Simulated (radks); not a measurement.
Polarisabilities and homonuclear dispersion coefficients (atomic units). Method: non-relativistic Kohn-Sham, LB94 model potential, spin-polarised, spherical densities, point nucleus; open shells are filled with parallel spins first; computed with a radial shooting solver on a logarithmic mesh with Libxc functionals. Response by self-consistent Sternheimer equations with the Hartree and adiabatic LDA kernel. For heavy and open-shell atoms this level of theory can miss by tens of per cent. "Uncoupled" leaves out the induced potential. Quadrupole and octupole values are given only where no p, d or f shell is open.

| species | configuration | alpha1 (bohr^3) | alpha1, uncoupled | C6 | recommended alpha1 |
|---|---|---|---|---|---|
| Fe | [Ar] 3d6 4s2 | 47.80 | 85.64 | 380.0 | 62 +/- 4 |
| Fe+ | [Ar] 3d6 4s1 | 20.80 | 29.23 | 94.42 | - |
| Fe2+ | [Ar] 3d6 | 3.373 | 4.202 | 9.807 | - |
| Fe3+ | [Ar] 3d5 | 1.833 | 2.286 | 4.531 | - |
| Fe4+ | [Ar] 3d4 | 1.191 | 1.542 | 2.527 | - |
| Fe5+ | [Ar] 3d3 | 0.8673 | 1.180 | 1.580 | - |
| Fe6+ | [Ar] 3d2 | 0.6864 | 0.9872 | 1.073 | - |

Recommended values: Schwerdtfeger and Nagle, table of static dipole polarisabilities (2023 update), measured or computed.
